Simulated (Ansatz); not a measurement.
System: CW, charge 0, multiplicity 3. The spin state was set by rule; other spins were not relaxed. 
Geometry from a B3LYP-D3(BJ)/def2-TZVP (Ansatz, an electronic-structure program) optimisation:
```xyz
2

W      0.0000     0.0000    -0.1279
C      0.0000     0.0000     1.5774
```
Charge 0, spin multiplicity 3.

Total electronic energies in hartree. Correlated levels leave the core frozen unless marked. Open shells are spin-unrestricted. No spin-orbit coupling. Frozen are the shells of the preceding noble gas and the d and f shells that filled before the atom's block. Past Kr the def2 sets carry scalar-relativistic core potentials. CBS marks a two-point X^-3 extrapolation of the correlation energy; Hartree-Fock from the larger set.

The UHF reference is spin-contaminated (<S^2> 1.06 over the pure value in the largest basis). The T1 diagnostic of CCSD in the largest basis is 0.117, which is high, so the coupled-cluster rows are less sure than usual.

| level | program | energy (Eh) |
|---|---|---|
| HF/def2-TZVPP | Ansatz | -104.07455 |
| HF/def2-TZVPPD | Ansatz | -104.07507 |
| RI-HF/def2-TZVPP | Ansatz | -104.09431 |
| RI-HF/def2-TZVPPD | Ansatz | -104.09450 |
| PBE0/def2-TZVPD | Ansatz | -104.91353 |
| r2SCAN0/def2-TZVPD | Ansatz | -104.92054 |
| HSE06-D3(BJ)/def2-TZVPD | Ansatz + dftd3 | -104.91245 |
| CAM-B3LYP/def2-TZVPD | Ansatz | -104.88841 |
| B2GP-PLYP-D3(BJ)/def2-TZVPD | Ansatz + dftd3 | -104.69008 |
| B2PLYP-D3(BJ)/def2-TZVPD | Ansatz + dftd3 | -104.75586 |
| B2PLYP-D4/def2-TZVPD | Ansatz + dftd4 | -104.75530 |
| B2PLYP/def2-TZVPD | Ansatz | -104.75440 |
| RPA@PBE/def2-TZVPP | Ansatz | -104.54752 |
| MP2/def2-SVPD | Ansatz | -104.24558 |
| MP2/def2-TZVPP | Ansatz | -104.34318 |
| MP2/def2-QZVPP | Ansatz | -104.36097 |
| RI-MP2/def2-TZVPPD | Ansatz | -104.33302 |
| CCSD/def2-SVPD | Ansatz | -104.28420 |
| CCSD/def2-TZVPPD | Ansatz | -104.38033 |
| CCSD(T)/def2-SVP | Ansatz | -104.28913 |
| CCSD(T)/def2-TZVPPD | Ansatz | -104.40318 |
| CCSD(T)/def2-QZVPPD | Ansatz | -104.41924 |
| CCSD(T)/CBS(def2-TZVPPD,def2-QZVPPD) | Ansatz | -104.4291 |

Totals of different functionals don't rank their quality; only differences between species are comparable.
